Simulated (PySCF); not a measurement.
Vertical excitations of a molecule CH7FN2Si from TDDFT-LC-ωPBE/def2-SVPD (PySCF 2.14.0), as energy in eV (oscillator strength): 7.36 (0.066), 7.62 (0.059), 8.90 (0.003), 9.01 (0.040), 9.09 (0.005), 9.25 (0.002), 9.39 (0.004), 9.58 (0.048), 9.84 (0.032), 10.06 (0.016). Lowest triplet (TDA): 6.89 eV. Coordinates come from a PBE-D3(BJ)/def2-SVP optimisation. Other conformers were not sampled.

**Question.** Pick the molecule that these values belong to.
A) CN[Si@H](N)F
B) N[SiH](N)CF
C) C[Si](N)(N)F
D) NC[Si@H](N)F

**Answer.** C, C[Si](N)(N)F
